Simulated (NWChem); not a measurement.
# C3H4OS; SMILES C1=CSCO1

```xyz
9

C     -0.8121    -1.1685     0.0224
C     -1.2570     0.0866     0.0978
S      0.0642     1.2689    -0.0884
C      1.2451    -0.1523     0.1234
O      0.5362    -1.3560    -0.1626
H     -1.3854    -2.0864     0.0462
H     -2.2843     0.4051     0.1997
H      1.6051    -0.1795     1.1600
H      2.0832    -0.0650    -0.5695
```
Atoms are numbered in this order, from 1.

All runs: NWChem. Pople sets run with spherical d functions. Geometry: optimised at B3LYP/6-31G* (spherical d). Field at 589 nm.

For level B3LYP/6-31G*:

```
Property            Result
------------------  ------
anisotropy (bohr³)    27.7
```

How do the values read with level B3LYP/def2-SVP instead?

The anisotropy (bohr³) comes out as 26.1.
